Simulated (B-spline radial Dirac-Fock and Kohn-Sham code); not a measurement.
Electron momentum distribution of Ti⁺: Compton profiles

System: Ti⁺, configuration [Ar] 3d2 4s1, inside a Watson sphere of charge -1 and radius 1.8 Å (a model of the Madelung potential; inside it an electron's potential energy is raised by 8.0 eV).

The computed values come from a B-spline atomic structure program: the impulse approximation on Dirac-Fock orbitals of the configuration average with a finite nucleus. pz is in atomic units of momentum; subshell profiles are per electron, for a selection of subshells; open shells are spread over both j values by their weights.

```
  pz    J total   J 2s1/2   J 3s1/2   J 3p3/2   J 4s1/2
   0      5.775     0.154     0.439     0.281      1.81
 0.1      5.548     0.154     0.435     0.281      1.59
0.14      5.357     0.154     0.432     0.281      1.41
0.21      4.968     0.153     0.423     0.281      1.04
 0.3      4.496     0.152     0.407     0.281     0.602
0.43      4.032     0.151     0.376     0.279     0.218
0.62      3.685     0.148     0.319     0.271    0.0516
0.89      3.290     0.143     0.229     0.247    0.0360
 1.3      2.554     0.131     0.116     0.187    0.0244
 1.8      1.744     0.114    0.0436     0.108   0.00792
 2.7     0.9646    0.0791    0.0194    0.0273   0.00121
 3.8     0.6317    0.0433    0.0170   0.00591   0.00103
 5.5     0.3875    0.0134   0.00606   0.00453  0.000393
 7.9     0.1948   0.00356  0.000791   0.00270  4.85e-05
  11    0.08913   0.00304  0.000399  0.000891  2.19e-05
  16    0.03307   0.00195  0.000274  0.000149  1.51e-05
  24   0.009152  0.000567  7.80e-05  1.35e-05  4.30e-06
  34   0.002330  0.000128  1.72e-05  1.31e-06    < 1e-6
  49  0.0004326  2.11e-05  2.76e-06    < 1e-6    < 1e-6
  70  7.093e-05  3.19e-06    < 1e-6    < 1e-6    < 1e-6
 100  1.081e-05    < 1e-6    < 1e-6    < 1e-6    < 1e-6
```

J(0) = 5.775. The 4s1/2 subshell gives the largest part, 31 %.

Mean momentum ⟨p⟩ by subshell (a.u.): 1s1/2 18.5, 2s1/2 5.96, 2p1/2 8.01, 2p3/2 7.93, 3s1/2 2.32, 3p1/2 2.65, 3p3/2 2.63, 3d3/2 2.44, 3d5/2 2.43, 4s1/2 0.530.
